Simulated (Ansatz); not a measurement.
`CN(C)P` + `[OH][SbH2]` → `P[O][SbH2]` + dimethylamine at 600 K and 1 bar (ligand exchange at a P–N bond).

Computed with Ansatz on PBE0-D4/def2-TZVP structures; ΔE is electronic, products minus reactants. CBS: MP2 limit from def2 TZ/QZ plus the TZ coupled-cluster correction, frozen cores. Elements past krypton have def2 core potentials. For Sb outer-core shells are correlated without core-valence functions, which leaves a few kJ/mol of doubt a bond. Each species was taken in one conformer, which may not be the lowest.

| species | CCSD(T)/CBS energy (Eh) | H − E (kJ/mol) | S (J/(mol·K)) |
| --- | --- | --- | --- |
| `CN(C)P` | -476.53702 | 319.5 | 400.9 |
| `[OH][SbH2]` | -316.98030 | 103.5 | 324.2 |
| `P[O][SbH2]` | -658.51611 | 139.6 | 405.2 |
| `CNC` | -135.00321 | 284.6 | 333.5 |

H − E and S are ideal-gas, rigid-rotor, harmonic terms from PBE0-D4/def2-TZVP, for one conformer and one mirror image of each species. 1 Eh = 2625.50 kJ/mol, R = 8.31446 J/(mol·K).

Q: By hand: ΔE, ΔH, ΔS and ΔG.

A: ΔE = (-658.51611) + (-135.00321) − (-476.53702) − (-316.98030) = -0.00200 Eh = -5.3 kJ/mol. Δ(H − E) = 139.6 + 284.6 − 319.5 − 103.5 = 1.2, so ΔH = -4.1 kJ/mol. ΔS = 405.2 + 333.5 − 400.9 − 324.2 = 13.6 J/(mol·K). ΔG = -4.1 − 600 × (13.6)/1000 = -12.3 kJ/mol.

Q: By hand: the equilibrium constant, and the temperature at which ΔG would vanish if ΔH and ΔS stayed fixed.

A: log₁₀ K = −ΔG/(RT ln 10) = 1.1. ΔH and −TΔS have one sign here, so there is no such temperature. One of them is within its doubt of zero, so this could turn.

TΔS isn't small against ΔH here. A doubt of 5 kJ/mol in ΔE shifts log₁₀ K by 0.4 here. Other conformers and mirror images would add mixing entropy, several J/(mol·K) or more a flexible species. Modes under 60 cm⁻¹, often nearly free rotors, make the harmonic entropy too high. These are equilibria of isolated gas molecules and say nothing of rates. Largest T1 diagnostic: 0.015 (customary marks: 0.02 for closed shells, 0.045 for open ones).
